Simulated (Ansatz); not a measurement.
Total energies of CH₃AlF₂ (`[CH3][Al]([F])[F]`).

```xyz
7

C    -0.040    0.471    0.773
Al    0.051   -0.543   -0.862
F    -0.435    0.096   -2.297
F     0.612   -2.087   -0.911
H     0.323   -0.104    1.626
H     0.556    1.385    0.693
H    -1.068    0.781    0.978
```

Total charge 0; spin multiplicity 1. The structure was optimised at the PBE0-D4/def2-TZVP level. Basis def2-TZVPP, Ansatz.

RPA on PBE orbitals: Hartree–Fock energy of these orbitals -480.65027 Eh, correlation -1.17422 Eh (frozen core).

```
 functional  energy without D4 (Eh)  D4 term (kJ/mol)
LDA (SPW92)              -479.60413                 –
        PBE              -481.92336              -9.3
     revPBE              -482.17012             -28.3
       BLYP              -482.28004             -20.6
     r2SCAN              -482.17821              -2.2
     B97M-V              -482.18035                 –
       PBE0              -481.95299              -7.8
      B3LYP              -482.33940             -15.1
    r2SCANh              -482.16387              -2.3
    r2SCAN0              -482.14330              -2.6
  CAM-B3LYP              -482.25344              -7.9
    ωB97M-V              -482.22459                 –
     B2PLYP              -482.05755                 –
   PBE-QIDH              -481.84173                 –
```

Q: Give the same for HSE06 (plane-wave form), BHLYP, LC-ωPBE, ωB97X-V. (An estimate is asked.)

A: Ansatz gave: 
```json
{"functional": "HSE06 (plane-wave form)", "energy without D4 (Eh)": "-481.93632", "D4 term (kJ/mol)": "-7.3"}
{"functional": "BHLYP", "energy without D4 (Eh)": "-482.21869", "D4 term (kJ/mol)": "-11.6"}
{"functional": "LC-ωPBE", "energy without D4 (Eh)": "-482.09629", "D4 term (kJ/mol)": "–"}
{"functional": "ωB97X-V", "energy without D4 (Eh)": "-482.18965", "D4 term (kJ/mol)": "–"}
```

B3LYP takes the VWN-RPA correlation (the form of Gaussian; ORCA's B3LYP/G). HSE06 is the plane-wave form, built on full-range PBE exchange. The double hybrids freeze the cores in their second-order part.

LC-ωPBE has ω = 0.4 bohr⁻¹.
